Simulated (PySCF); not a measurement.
# Working out the ionisation energy of Te⁺

Te⁺ [Kr] 4d10 5s2 5p3 (4S) → Te²⁺ [Kr] 4d10 5s2 5p2 (3P). Computed with PySCF 2.14 in def2-SVP with the def2 core potential (28 electrons), with a scalar-relativistic core potential. Frozen: 4s2 4p6 4d10. Energies in hartree (1 hartree = 27.21139 eV):

```
            part  Te⁺ (lower)  Te²⁺ (upper)
             UHF  -266.714160   -266.039544
CCSD correlation    -0.058930     -0.049311
             (T)    -0.000538     -0.000435
```

**Question.** What does Hartree-Fock give?

**Answer.** (-266.039544) − (-266.714160) = 0.674616 hartree = 18.357 eV.

**Question.** What do CCSD and CCSD(T) give?

**Answer.** The CCSD correlation energies differ by 0.009619 hartree = 0.262 eV and the triples by 0.000103 hartree = 0.003 eV, so CCSD gives 18.619 eV and CCSD(T) 18.622 eV.

Reference: 18.6 ± 0.4 eV (measured; NIST Atomic Spectra Database, ionization energies), between the lowest levels; spin-orbit coupling is absent from the calculation.

A double-zeta basis recovers only part of the correlation energy.

What remains against the reference includes basis incompleteness, the frozen core and higher excitations.
